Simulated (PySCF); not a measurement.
These 2 structures share the formula CH6N2OSi. Method: PBE0-D3(BJ)/def2-SVP geometry optimisation, gas phase in PySCF 2.14.0. Energies are electronic, without zero-point or thermal terms, for one conformer each. No frequencies were run at this level. Point groups hold within 0.08 Å.

**Question.** Rank from lowest to highest electronic energy at this level (kcal/mol).
A. `[NH2:1][SiH2:2][NH:3][CH:4]=[O:5]` with H–N1–Si2–N3 -67° and 71°, N1–Si2–N3–C4 60°, Si2–N3–C4–O5 -2°
B. `[NH2:1][SiH2:2][C:3]([NH2:4])=[O:5]` with H–N1–Si2–C3 137° and -87°, N1–Si2–C3–N4 -9°

**Answer.** A (0.0), B (16.5).

As drawn, the higher has an Si–C bond, which the lower lacks.

| SMILES | E (Eh) | E rel (kcal/mol) | dipole (D) | point group | A, B, C (MHz) |
| --- | --- | --- | --- | --- | --- |
| N[SiH2]NC=O | -515.37030 | 0.0 | 3.15 | C1 | 6947, 2929, 2326 |
| N[SiH2]C(N)=O | -515.34400 | 16.5 | 4.69 | – | 7090, 2789, 2078 |

**Question.** How do the relative energies change in single points at CAM-B3LYP/pcSseg-2 (no added dispersion term) on the same geometries?

**Answer.** 
```csv
SMILES,PBE0-D3(BJ)/def2-SVP (kcal/mol),CAM-B3LYP/pcSseg-2 (kcal/mol),shift
N[SiH2]NC=O,0.0,0.0,0.0
N[SiH2]C(N)=O,16.5,18.2,+1.7
```

Each column counts from its own lowest isomer. The order is unchanged; the largest shift is 1.7 kcal/mol.
